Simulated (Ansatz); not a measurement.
Consider the ligand exchange at the In–Cl bond: `[OH][In]([SH])[Cl]` + H₂S → `[OH][In]([SH])[SH]` + HCl.

Isolated molecules relaxed with PBE0-D4/def2-TZVP in Ansatz; ΔE leaves out vibrations. CCSD(T)/CBS is the MP2 limit (def2-TZVPP, def2-QZVPP) plus CCSD(T) − MP2 in def2-TZVPP, frozen cores. This one scheme is used for every species. DFT in def2-TZVPP. B3LYP here is the variant with VWN-RPA as its local correlation; programs differ in this. Elements past krypton have def2 core potentials. For In outer-core shells are correlated without core-valence functions, which leaves a few kJ/mol of doubt a bond. One conformer a species, not always the lowest.

| level | ΔE (kJ/mol) |
| --- | --- |
| PBE-D4 | 22.9 |
| r2SCAN | 27.3 |
| B3LYP | 29.7 |
| MP2/def2-TZVPP | 22.7 |
| CCSD/def2-TZVPP | 26.7 |
| CCSD(T)/def2-TZVPP | 24.7 |
| HF/def2-QZVPP | 41.0 |
| MP2/def2-QZVPP | 23.3 |

What does CCSD(T)/CBS give? (Estimate.)

Computed: +25.4 kJ/mol. The listed levels differ from it by -2.5, 1.9, 4.3, -2.7, 1.3, -0.7, 15.6, -2.1 kJ/mol.

Largest T1 diagnostic among the species: 0.015.

In def2-TZVPP, CCSD(T) changes the Hartree–Fock value by −15.7 kJ/mol (the triples alone add −2.0 kJ/mol) and MP2 by −17.7 kJ/mol.
